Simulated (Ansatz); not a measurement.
The first iterations of a band of ClF₅HTa (8 atoms, charge 0, multiplicity 1).

The calculation used Ansatz, RKS BLYP-D4/def2-SVP.

```
movable images  : 5
climbing image  : yes
spring          : 5.0 eV/Å²
optimiser       : quadratic models (default)
start path      : through a guess of the saddle point
force threshold : 0.03 eV/Å
iteration limit : 60
end points      : relaxed
```

Image 0:

```xyz
8
Properties=species:S:1:pos:R:3
Ta -0.063 0.098 0.067
F 1.781 0.548 0.282
F -0.223 0.256 1.959
F 0.394 -0.545 -1.666
F -0.900 1.693 -0.428
F -1.453 -1.190 0.115
Cl 1.322 -2.404 0.856
H 2.465 -1.775 0.902
```

Image 6:

```xyz
8
Properties=species:S:1:pos:R:3
Ta -0.177 -0.393 0.156
F 2.065 0.265 0.390
F -0.224 0.075 2.000
F 0.391 -0.728 -1.628
F -0.292 1.441 -0.269
F -1.926 -1.021 -0.001
Cl 1.056 -2.367 0.801
H 2.428 -0.591 0.641
```

| iteration | highest image above the first end (eV) | largest band force component (eV/Å) |
| --- | --- | --- |
| 1 | 3.401 | 4.123 |
| 2 | 1.431 | 2.150 |
| 3 | 0.836 | 1.066 |
| 4 | 0.616 | 3.377 |

Problem. Does the band converge within its limit, and where does its top end?

Solution. The forces met the threshold. It ended after 12 iterations with the highest image 0.450 eV above the first end. A vibrational analysis at the climbing image gives one clearly imaginary mode, 479i cm⁻¹: a first-order saddle point. The orbitals stay closed-shell, which can raise the energy where a bond breaks towards radicals; this wasn't checked here.

Time of the run: 3.1 min on 4 threads of Arm Neoverse N1, on a shared host, peak memory 0.19 GiB.
